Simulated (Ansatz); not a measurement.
Cost and result for the atomization energy of C₂H₆Cl₂Si (`ClC[SiH2]CCl`) (11 atoms, 10 bonds).

```
atom    x (Å)    y (Å)    z (Å)
 Cl1   2.1856  -0.2134  -1.1337
  C2   1.2923   0.8603  -0.0186
 Si3  -0.0702  -0.1218   0.8260
  C4  -1.2501  -0.7871  -0.4776
 Cl5  -1.9731   0.5826  -1.3694
  H6   2.0103   1.2657   0.6944
  H7   0.8853   1.6811  -0.6094
  H8   0.5317  -1.2569   1.5736
  H9  -0.8146   0.7655   1.7575
 H10  -0.7313  -1.4137  -1.2033
 H11  -2.0659  -1.3624  -0.0395
```

Total charge 0; spin multiplicity 1. The geometry is a stationary point of PBE0-D4/def2-TZVP. It is one conformer, not always the lowest. Program: Ansatz. All runs use 4 threads of an Intel Xeon Platinum 8259CL on a shared host. Times are those of one run each, without the atoms' runs, and a repeat can differ threefold. Electronic energies, without spin–orbit coupling; frozen cores. CCSD(T)/CBS adds CCSD(T) − MP2 in def2-TZVPP to the MP2 limit, and its time is that of the two runs behind it. T1 = 0.010. HSE06 is the plane-wave form, built on full-range PBE exchange.

CCSD(T)/CBS is a level of theory with its own doubt, some kJ/mol a heavy atom from the limit and from the frozen cores, so smaller differences don't rank the functionals.

| level | functions | wall time | atomization (kJ/mol) | difference from CCSD(T)/CBS | per bond |
| --- | --- | --- | --- | --- | --- |
| BLYP-D4/def2-TZVPP | 272 | 3.9 s | 3659.2 | -41.9 | -4.2 |
| PBE-D4/def2-TZVPP (with forces) | 272 | 4.9 s | 3751.2 | 50.1 | 5.0 |
| CCSD(T)/def2-SVP | 112 | 5.5 s | 3470.3 | -230.8 | -23.1 |
| PBE0-D4/def2-TZVPP | 272 | 6.5 s | 3711.5 | 10.4 | 1.0 |
| HSE06-D4/def2-TZVPP | 272 | 7 s | 3713.7 | 12.6 | 1.3 |
| BHLYP-D4/def2-TZVPP | 272 | 7 s | 3607.1 | -94.0 | -9.4 |
| r2SCAN-D4/def2-TZVPP (with forces) | 272 | 8.5 s | 3709.4 | 8.3 | 0.8 |
| r2SCANh-D4/def2-TZVPP | 272 | 9.5 s | 3693.5 | -7.6 | -0.8 |
| ωB97X-V/def2-TZVPP | 272 | 11 s | 3716.2 | 15.1 | 1.5 |
| ωB97M-V/def2-TZVPP (with forces) | 272 | 20 s | 3715.7 | 14.6 | 1.5 |
| MP2/def2-QZVPP | 504 | 36 s | 3707.4 | 6.3 | 0.6 |
| CCSD(T)/def2-TZVPP | 272 | 2.4 min | 3601.9 | -99.2 | -9.9 |
| CCSD(T)/CBS(def2) | – | 3 min | 3701.1 | 0.0 | 0.0 |

The D4 term adds +46.4 kJ/mol with B3LYP and +24.5 kJ/mol with PBE0; it sums over pairs of atoms, weighted by their polarisabilities, and B3LYP, whose exchange is more repulsive, gets the larger term. From PBE to PBE0 (25 % exact exchange), in def2-TZVPP and without D4, the atomization energy moves by −35.6 kJ/mol: exact exchange takes away binding that semilocal exchange gives to molecules. Leaving LDA and LC-ωPBE aside and taking each functional with its dispersion term where it has one, the values spread over 144.1 kJ/mol, from BHLYP-D4 to PBE-D4. LDA lies +481.2 kJ/mol from PBE without D4, its usual overbinding.

B3LYP here is the variant with VWN-RPA as its local correlation; programs differ in this.
